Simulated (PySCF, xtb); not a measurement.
Ranking isomers of CH2GeO

3 gas-phase structures of CH2GeO, found in a search over its isomers (lower ones may exist). Each was relaxed with GFN2-xTB:

A. `O=[CH][GeH]`, a singlet
B. a singlet given by its coordinates
C. `[CH2]1[O][Ge]1`, a singlet

B (Å):

```xyz
5

C    -1.0119   -0.5676    0.6647
Ge   -0.3708    0.9530   -0.4118
O     0.1845   -0.6556    0.9681
H    -0.3765   -0.0969   -1.6654
H    -1.7037   -1.3287    1.0542
```

Close contacts (Å): C1–Ge2 1.97, C1–O3 1.24, Ge2–O3 2.19, C1–H5 1.10, Ge2–H4 1.64.

Problem. Which do you expect lowest at r2SCAN-D4/def2-SVP, and how would the others follow?

Solution. Calculated order at r2SCAN-D4/def2-SVP: C (0.000), B (0.670), A (0.862) eV.

Energies above the lowest of each column, in eV:

```
structure  GFN2-xTB  HF/STO-3G  r2SCAN-D4/def2-SVP
        C     0.000      0.000               0.000
        B     1.447      1.851               0.670
        A     1.542      1.647               0.862
```

Every level run on C puts it lowest or level with the lowest. Flexible structures stand in one conformer each, not always the lowest. Frequencies (GFN2-xTB) were run for C alone.

Programs: PySCF 2.14.0, xtb 6.7.1.
